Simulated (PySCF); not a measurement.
How methods differ on the electron affinity of Ga

Ga⁻ [Ar] 3d10 4s2 4p2 (3P) → Ga [Ar] 3d10 4s2 4p1 (2P), as a difference of total energies. All numbers are calculated (PySCF 2.14, a scalar-relativistic core potential, in aug-cc-pVDZ-PP with ECP10MDF). Correlated levels: valence: 3s2 3p6 3d10 frozen. The calculations carry no spin-orbit coupling.

```csv
method,electron affinity (eV)
UHF,-0.059
MP2 (valence),0.214
SCS-MP2 (valence),0.118
CCSD (valence),0.242
CCSD(T) (valence),0.268
CCSDT (valence),0.277
```

The reference lies between the lowest fine-structure levels, while these numbers refer to the centres of the terms.

Errors of the correlated levels include the incompleteness of this basis and the frozen core.

A negative affinity means that the anion lies above the atom at that level of theory.

For comparison: 0.301 eV (measured; photodetachment measurements, as compiled on the Wikipedia data page of electron affinities).
